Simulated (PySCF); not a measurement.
## Spin-rotation constants: `[SiH3]OC1=CC(=O)C1=O`, C$_{4}$H$_{4}$O$_{3}$Si

Geometry:
| atom | x (Å) | y (Å) | z (Å) |
| --- | --- | --- | --- |
| O1 | 3.490 | 0.048 | 0.113 |
| C2 | 2.313 | -0.015 | -0.082 |
| C3 | 1.429 | -0.359 | -1.210 |
| C4 | 0.285 | -0.144 | -0.489 |
| O5 | -0.988 | -0.220 | -0.717 |
| Si6 | -2.242 | 0.096 | 0.347 |
| C7 | 1.032 | 0.232 | 0.748 |
| O8 | 0.689 | 0.562 | 1.847 |
| H9 | 1.621 | -0.663 | -2.221 |
| H10 | -2.158 | 1.489 | 0.765 |
| H11 | -2.150 | -0.836 | 1.463 |
| H12 | -3.319 | -0.189 | -0.589 |

Theory: GIAO KT3/MINI magnetisability, rotational g tensor and spin-rotation constants, non-relativistic, gas phase in PySCF 2.14.0. Geometry: GFN2-xTB.

(1) Give the nuclear spin-rotation constants along the inertial axes (H = +C I·J) beside the isotropic shieldings.

## Answers

(1) Rotational constants 4.5584, 1.0680, 0.8742 GHz. A star marks the isotopologue with that one atom substituted, in its own axes.
```csv
atom,isotope,Caa (kHz),Cbb (kHz),Ccc (kHz),mean (kHz),σ (ppm)
H9,1H,-0.495,0.146,-0.119,-0.156,20.0
H10,1H,-0.514,-0.082,-0.012,-0.203,26.4
H11,1H,-0.514,-0.083,-0.011,-0.203,26.4
H12,1H,-0.164,-0.049,-0.100,-0.104,26.1
O1,17O*,-5.082,-0.567,0.012,-1.879,-271.6
C2,13C*,1.087,0.348,0.130,0.522,98.1
C3,13C*,1.450,0.466,0.080,0.665,70.0
C4,13C*,1.891,0.341,0.117,0.783,64.7
O5,17O*,-1.581,-0.078,0.148,-0.503,289.6
Si6,29Si*,-0.803,-0.275,-0.267,-0.448,659.0
C7,13C*,1.450,0.355,0.147,0.650,75.7
O8,17O*,-2.652,-1.233,-0.001,-1.296,-317.4
```
For the geometry as given, no vibrational averaging.
